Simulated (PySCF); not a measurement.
C7H9FNP.
Atom-mapped SMILES: `[F:1][CH:2]1[CH2:3][P:4]([n:5]2[cH:6][cH:7][cH:8][cH:9]2)[CH2:10]1` (hydrogens: H11 on C2; H12, H13 on C3; H14 on C6; H15 on C7; H16 on C8; H17 on C9; H18, H19 on C10)

Torsions of this conformer, `[F:1][CH:2]1[CH2:3][P:4]([n:5]2[cH:6][cH:7][cH:8][cH:9]2)[CH2:10]1`: C3–P4–N5–C6 140°.

The closed-shell ground state was solved at several levels (PySCF, density fitting, gas phase, non-relativistic). Isolated species at its PBE0-D3(BJ)/def2-SVP geometry (one conformer only).

```tsv
level	basis functions	HOMO (eV)	LUMO (eV)	gap (eV)	dipole (D)
PBE/pcSseg-1	222	-5.29	-0.88	4.41	1.63
PBE0/pcSseg-1	222	-6.31	0.02	6.33	1.71
```

Q: What might CAM-B3LYP/def2-SVPD (279 basis functions) give for the same quantities?

A: HOMO -7.59 eV, LUMO 1.01 eV, gap 8.60 eV, dipole 1.73 D.

Q: Over all these levels, which gives the widest orbital gap and which the narrowest?

A: CAM-B3LYP/def2-SVPD (range-separated hybrid) has the widest, 8.60 eV, and PBE/pcSseg-1 (GGA) the narrowest, 4.41 eV. Functional and basis both differ between the two, so the spread mixes both effects.

Q: How far do the dipole and the HOMO energy spread over the levels?

A: The dipole runs from 1.63 to 1.73 D (mean 1.69 D) and the HOMO from -7.59 to -5.29 eV.
